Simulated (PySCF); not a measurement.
Calculated NMR parameters of FC(F)(F)c1ncccp1

```
Formula                               : C5H3F3NP
SMILES                                : FC(F)(F)c1ncccp1
Point group of the computed structure : C1
Carbon signals                        : 5
Proton signals                        : 3
```

Atom-mapped SMILES (the numbers label the heavy atoms): `[F:1][C:2]([F:3])([F:4])[c:5]1[n:6][cH:7][cH:8][cH:9][p:10]1`. Each H is labelled by its parent atom.

Method: geometry from GFN2-xTB, NMR shieldings at PBE0/pcSseg-1/GIAO, in PySCF 2.14.0 with density-fitted response routines (relativity neglected, averaged over atoms made equivalent by symmetry, fast rotation or ring inversion, isolated molecule, one conformer).

Scale: TMS for 1H, 13C; CFCl3 for 19F; H3PO4 for 31P; NH3 for 15N (reference shieldings calculated alike).

```tsv
carbon	δC, type	δH (multiplicity)	HMBC from (2–3 bonds)	span of the C tensor (ppm)
C2	132.6, C	–	–	23
C5	193.2, C	–	H(C9), H(C7)	307
C7	150.4, CH	9.21 (m)	H(C9), H(C8)	203
C8	130.0, CH	7.83 (m)	H(C9), H(C7)	241
C9	176.9, CH	9.91 (m)	H(C7), H(C8)	354
```

Other nuclei:
```
   atoms  nucleus                                     environment  δ (ppm)  σ (ppm)
F1/F3/F4      19F                         fluorine of a CF3 group    -72.6    243.5
     P10      31P  phosphorus bonded to 2 C, in a 6-membered ring    233.1     85.3
      N6      15N                     pyridine-type ring nitrogen    368.6   -100.8
```

- δC 176.9, 130.0: aromatic CH.
- δC 150.4: aromatic CH next to a ring nitrogen; the adjacent pyridine-type nitrogen withdraws density from it.
- δC 132.6: CF3 carbon; 3 electronegative neighbours deshield it.
- δH 9.91, 7.83: hydrogen on an aromatic CH; ring-current deshielding.
- δH 9.21: hydrogen on an aromatic CH next to a ring nitrogen; ring current plus the neighbouring ring nitrogen.

Splittings by 19F and 31P in the carbon and heteronuclear signals aren't shown, as no couplings were computed. Shifts are as computed. Against solution values, carbons near 30 ppm lie about +3 ppm off and those near 130 ppm about +5 ppm. Of 1211 compounds with measured shifts, 218 miss one by over three times the rms of a fit or turn the order of signals round; such compounds aren't used in these exercises. Unscaled 19F shifts against computed CFCl3 carry errors that often reach 10 to 50 ppm. Experimental scales use liquid or dissolved standards, which lie at an offset from isolated NH3 (liquid NH3: subtract about 20 ppm) and H3PO4. Unscaled 15N shifts of sp2 nitrogen come out 20 to 40 ppm too high even then. Multiplicities follow the n + 1 count of equivalent neighbours, as no J values were calculated; m marks all less simple cases, F and P coupling included.
